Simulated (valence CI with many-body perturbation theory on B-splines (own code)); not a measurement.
E1 transitions of Sm³¹⁺

Computed by valence CI with perturbative core correlation (CI+MBPT): three valence electrons over a frozen Dirac-Fock core [Ar] 3d10, radial functions for each j: 11 s, 11 p, 9 d, 7 f, 5 g, 2 h, 1 i, with the one-electron correlation potential Σ1, the two-electron term Σ2, the three-electron term Σ3, Breit, model QED; selected CI, second order for the rest (own B-spline code, finite nucleus).

No measured spectrum was set against this ion. As an estimate, large intervals hold to a few tenths of a per cent, small ones and those within an open d or f shell to about a per cent.

Lines 101 to 150 of 248 in falling wavelength, among levels below 2930900 cm⁻¹, chosen from the strongest by gf and those to the six lowest levels. Wavelengths and rates use the calculated energies. Electric multipoles are in the length gauge, E1 and E2 with the static RPA response of the core. Weak lines are less certain than strong ones. Lines between different terms over intervals too small for the method are left out, as are lines whose strength nearly cancels. Where a level lies close to another of its J and parity, the split of strength between their lines is uncertain. The highest levels of a list are the least certain.

Levels are named by their leading jj configuration (3d3/2^4 stands for four electrons in 3d with j = 3/2), which in mixed levels can hold well under half, so a name can repeat and another be missing. Letters in brackets count levels of one name in rising energy.

```tsv
λ vac (nm)	Upper	Lower	A (s⁻¹)	log gf	Branch %
10.28	(4s 4p3/2 4d5/2) J=5/2 [b]	(4s^2 4d3/2) J=3/2	2.70e+10	-0.59	4.7
10.26	(4p1/2^2 4d5/2) J=5/2	(4p1/2^2 4p3/2) J=3/2	7.34e+10	-0.16	52.7
10.25	(4s 4p3/2 4d3/2) J=3/2 [c]	(4s^2 4d3/2) J=3/2	3.01e+11	0.28	46.6
10.23	(4s 4p1/2 4d3/2) J=3/2 [b]	(4s 4p1/2 4p3/2) J=5/2	6.12e+09	-1.41	1.5
10.22	(4p1/2 4p3/2 4d5/2) J=7/2 [b]	(4p1/2 4p3/2^2) J=5/2	2.18e+10	-0.56	11.2
10.16	(4s 4p1/2 4d5/2) J=5/2 [a]	(4s 4p1/2 4p3/2) J=5/2	5.79e+10	-0.27	24.5
10.13	(4s^2 4d3/2) J=3/2	(4s^2 4p3/2) J=3/2	2.24e+11	0.14	49.4
10.12	(4p1/2 4p3/2 4d5/2) J=3/2 [b]	(4s 4p1/2 4d3/2) J=1/2	4.09e+10	-0.60	15.1
10.10	(4s 4p1/2 4d5/2) J=7/2	(4s 4p1/2 4p3/2) J=5/2	8.81e+10	0.03	93.6
10.07	(4p1/2 4p3/2 4d5/2) J=3/2 [b]	(4p1/2 4p3/2^2) J=1/2	7.34e+10	-0.35	27.2
10.07	(4s 4p1/2 4d5/2) J=5/2 [b]	(4s 4p1/2 4p3/2) J=3/2 [b]	1.86e+11	0.23	92.6
10.03	(4s 4p1/2 4d5/2) J=3/2	(4s 4p1/2 4p3/2) J=1/2	2.21e+11	0.13	52.7
10.01	(4p1/2 4p3/2 4d3/2) J=3/2 [b]	(4p1/2 4p3/2^2) J=3/2	6.96e+10	-0.38	14.7
10.00	(4p1/2 4p3/2 4d5/2) J=1/2	(4p1/2 4p3/2^2) J=1/2	1.92e+11	-0.24	55.4
9.938	(4s 4p3/2 4d5/2) J=1/2	(4s 4p3/2^2) J=1/2	2.39e+11	-0.15	67.9
9.922	(4s 4p1/2 4f7/2) J=7/2 [a]	(4s 4p1/2 4d5/2) J=5/2 [a]	3.80e+10	-0.35	17.5
9.921	(4s 4p3/2 4d5/2) J=5/2 [a]	(4s 4p3/2^2) J=5/2	2.02e+11	0.25	95.8
9.864	(4p1/2 4p3/2 4d5/2) J=5/2 [a]	(4s 4p1/2 4d3/2) J=5/2	2.55e+10	-0.65	7.3
9.850	(4s 4p1/2 4f7/2) J=7/2 [c]	(4s 4p1/2 4d5/2) J=5/2 [b]	1.64e+11	0.28	76.5
9.828	(4s 4p3/2 4d5/2) J=1/2	(4s 4p3/2^2) J=3/2	6.46e+10	-0.73	18.4
9.792	(4p1/2 4p3/2^2) J=1/2	(4s 4p1/2 4p3/2) J=3/2 [a]	8.21e+07	-3.63	0.0
9.783	(4s 4p1/2 4d5/2) J=3/2	(4s 4p1/2 4p3/2) J=3/2 [b]	9.41e+10	-0.27	22.4
9.753	(4s 4p1/2 4d3/2) J=3/2 [b]	(4s 4p1/2 4p3/2) J=3/2 [a]	3.91e+10	-0.65	9.4
9.750	(4s 4p1/2 4f7/2) J=9/2	(4s 4p1/2 4d5/2) J=7/2	1.10e+11	0.20	93.6
9.749	(4s 4p1/2 4d3/2) J=1/2	(4s 4p1/2 4p3/2) J=3/2 [a]	1.00e+10	-1.54	2.2
9.742	(4p1/2 4p3/2 4d5/2) J=5/2 [b]	(4p1/2 4p3/2^2) J=3/2	1.25e+11	0.03	36.5
9.731	(4p1/2 4p3/2 4d5/2) J=7/2 [b]	(4s 4p1/2 4d3/2) J=5/2	9.71e+10	0.04	50.0
9.718	(4s 4p3/2 4d5/2) J=3/2	(4s 4p3/2^2) J=1/2	1.71e+11	-0.01	40.7
9.711	(4s^2 4d5/2) J=5/2	(4s^2 4p3/2) J=3/2	2.90e+11	0.39	100.0
9.684	(4s 4p1/2 4d5/2) J=5/2 [a]	(4s 4p1/2 4p3/2) J=3/2 [a]	1.67e+11	0.15	70.9
9.682	(4s 4p1/2 4f7/2) J=7/2 [b]	(4s 4p1/2 4d5/2) J=7/2	4.93e+10	-0.26	18.2
9.657	(4s 4p1/2 4f5/2) J=5/2 [b]	(4s 4p1/2 4d5/2) J=5/2 [a]	1.94e+10	-0.79	8.4
9.657	(4s^2 4f5/2) J=5/2	(4s^2 4d5/2) J=5/2	5.68e+10	-0.32	11.1
9.639	(4s 4p1/2 4f5/2) J=3/2	(4s 4p1/2 4d3/2) J=1/2	3.53e+10	-0.71	16.6
9.635	(4s 4p1/2 4f5/2) J=3/2	(4s 4p1/2 4d3/2) J=3/2 [b]	2.97e+10	-0.78	14.0
9.632	(4s 4p3/2 4d3/2) J=3/2 [c]	(4s 4p3/2^2) J=1/2	1.40e+11	-0.11	21.6
9.627	(4s 4p1/2 4f7/2) J=7/2 [b]	(4s 4p1/2 4d5/2) J=5/2 [a]	1.63e+11	0.26	60.4
9.616	(4s^2 4f7/2) J=7/2	(4s^2 4d5/2) J=5/2	4.09e+11	0.66	97.7
9.590	(4s 4p1/2 4f5/2) J=5/2 [b]	(4s 4p1/2 4d3/2) J=3/2 [b]	9.50e+10	-0.10	41.4
9.575	(4p1/2 4p3/2 4d5/2) J=5/2 [b]	(4s 4p1/2 4d3/2) J=5/2	3.73e+10	-0.51	10.9
9.553	(4s 4p3/2 4d5/2) J=5/2 [b]	(4s 4p3/2^2) J=3/2	3.93e+11	0.51	68.1
9.529	(4s 4p3/2 4d3/2) J=3/2 [c]	(4s 4p3/2^2) J=3/2	1.06e+11	-0.24	16.4
9.435	(4p1/2 4p3/2 4d5/2) J=5/2 [b]	(4s 4p1/2 4d3/2) J=3/2 [a]	5.71e+10	-0.34	16.7
9.422	(4s 4p3/2 4d5/2) J=7/2 [a]	(4s 4p3/2^2) J=5/2	1.50e+11	0.20	62.3
9.383	(4s 4p1/2 4d5/2) J=5/2 [b]	(4s 4p1/2 4p3/2) J=5/2	2.49e+08	-2.70	0.1
9.352	(4s 4p3/2 4d5/2) J=7/2 [b]	(4s 4p3/2^2) J=5/2	1.65e+11	0.24	67.9
9.338	(4s 4p1/2 4f7/2) J=7/2 [a]	(4p1/2 4p3/2^2) J=5/2	9.73e+10	0.01	44.9
9.278	(4s^2 4f5/2) J=5/2	(4s^2 4d3/2) J=3/2	3.82e+11	0.47	74.7
9.192	(4s 4p1/2 4f5/2) J=5/2 [a]	(4p1/2 4p3/2^2) J=3/2	5.53e+10	-0.38	20.9
9.133	(4s 4p1/2 4d5/2) J=3/2	(4s 4p1/2 4p3/2) J=5/2	2.82e+08	-2.85	0.1
```
